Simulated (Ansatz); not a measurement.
Start from `[CH3][V](=[O])([OH])[F]` and change one atom or group to get `[O]=[V]([OH])([F])[F]`.

Ansatz, PBE0-D4/def2-TZVP geometries, multiplicity 1. Each molecule was computed in one conformer, which needn't be the lowest.

Scalar relativity is left out up to krypton.

```json
{"property": "zero-point energy (PBE0-D4/def2-TZVP) / kJ/mol", "`[CH3][V](=[O])([OH])[F]`": "143.9"}
{"property": "HOMO energy (B3LYP/def2-TZVPP) / eV", "`[CH3][V](=[O])([OH])[F]`": "-8.74"}
{"property": "LUMO energy (B3LYP/def2-TZVPP) / eV", "`[CH3][V](=[O])([OH])[F]`": "-3.23"}
{"property": "size of the dipole moment (B3LYP/def2-TZVPP) / D", "`[CH3][V](=[O])([OH])[F]`": "2.96"}
{"property": "HOMO energy (ωB97M-V/def2-TZVPP) / eV", "`[CH3][V](=[O])([OH])[F]`": "-11.33"}
{"property": "LUMO energy (ωB97M-V/def2-TZVPP) / eV", "`[CH3][V](=[O])([OH])[F]`": "-0.54"}
```

What does the change do to each property? (Best estimate.)

Computed: 
```json
{"property": "zero-point energy (PBE0-D4/def2-TZVP) / kJ/mol", "`[O]=[V]([OH])([F])[F]`": "58.9", "shift": "-85.0"}
{"property": "HOMO energy (B3LYP/def2-TZVPP) / eV", "`[O]=[V]([OH])([F])[F]`": "-10.65", "shift": "-1.91"}
{"property": "LUMO energy (B3LYP/def2-TZVPP) / eV", "`[O]=[V]([OH])([F])[F]`": "-3.73", "shift": "-0.50"}
{"property": "size of the dipole moment (B3LYP/def2-TZVPP) / D", "`[O]=[V]([OH])([F])[F]`": "2.39", "shift": "-0.57"}
{"property": "HOMO energy (ωB97M-V/def2-TZVPP) / eV", "`[O]=[V]([OH])([F])[F]`": "-13.36", "shift": "-2.03"}
{"property": "LUMO energy (ωB97M-V/def2-TZVPP) / eV", "`[O]=[V]([OH])([F])[F]`": "-1.08", "shift": "-0.54"}
```

With PBE0 the HOMO falls by 1.94 eV and the LUMO falls by 0.49 eV, so the gap widens by about 1.45 eV. PBE moves the HOMO by -1.62 eV and ωB97M-V by -2.03 eV. The zero-point energy changes by -85.0 kJ/mol with -9 modes. Dipoles are sizes alone; their direction can turn.

B3LYP here is the variant with VWN-RPA as its local correlation; programs differ in this.
